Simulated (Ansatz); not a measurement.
Cost and result up the ladder for trans-Hf(PH3)2Cl4 (HfP2H6Cl4) (13 atoms). Total charge 0; singlet. Geometry: PBE0-D4/def2-SVP.

```
atom   x (Å)   y (Å)   z (Å)
 Cl1   1.206   0.650  -3.099
 Cl2   1.146   2.102   0.254
 Cl3  -1.959   2.199  -1.679
 Cl4  -1.335  -1.394  -1.440
 Hf5  -0.189   0.713  -1.194
  P6   1.702  -1.145  -0.160
  P7  -1.521   0.461   1.308
  H8   3.051  -0.739  -0.007
  H9   1.899  -2.362  -0.858
 H10   1.501  -1.684   1.138
 H11  -2.840  -0.054   1.336
 H12  -1.705   1.626   2.092
 H13  -0.954  -0.371   2.309
```

Ansatz on 4 threads of Arm Neoverse V1 on a shared host. Times are rough, and most runs start from the orbitals of an earlier one. CAM-B3LYP-D4/def2-TZVP serves as the yardstick here, not as an exact answer. Differences are given only for rows in sets of like size (and for xTB, whose basis is part of the method), since another set adds its own error. Binding counts from free atoms at the same level (Cl doublet, Hf triplet, P quartet, H doublet; other spins of the atoms weren't run), without zero-point energy or a counterpoise term.

In the def2 sets Hf takes a core potential; there is no spin–orbit coupling. LC-ωPBE has ω = 0.4 bohr⁻¹. Correlated methods freeze 30 core orbitals; core or outer-core shells of Hf are correlated, in sets that lack core-valence functions. No other spin state of charge 0 was run.

Correlated methods converge slowly with the basis.

```
                         level  functions  binding energy per atom (eV)  difference from CAM-B3LYP-D4/def2-TZVP (eV)
             PBE0-D4/def2-TZVP        298                          3.27                                         0.00
                 MP2/def2-TZVP        298                          3.21                                        -0.06
           revPBE-D4/def2-TZVP        298                          3.23                                        -0.03
PBE-D4/def2-TZVP (with forces)        298                          3.30                                         0.04
             LC-ωPBE/def2-TZVP        298                          3.22                                        -0.05
        CAM-B3LYP-D4/def2-TZVP        298                          3.27                                         0.00
              PBE0-D4/def2-SVP        170                          3.27                                            –
               PBE-D4/def2-SVP        170                          3.32                                            –
           r2SCAN-D4/def2-TZVP        298                          3.31                                         0.04
```

Problem. Estimate how long each takes.

Solution. PBE-D4/def2-SVP 3.7 s; PBE0-D4/def2-SVP 5.5 s; revPBE-D4/def2-TZVP 7.5 s; PBE-D4/def2-TZVP (with forces) 8.5 s; LC-ωPBE/def2-TZVP 11 s; MP2/def2-TZVP 12 s; r2SCAN-D4/def2-TZVP 17 s; CAM-B3LYP-D4/def2-TZVP 18 s; PBE0-D4/def2-TZVP 19 s. On shared hardware such times vary by a factor of up to 3.
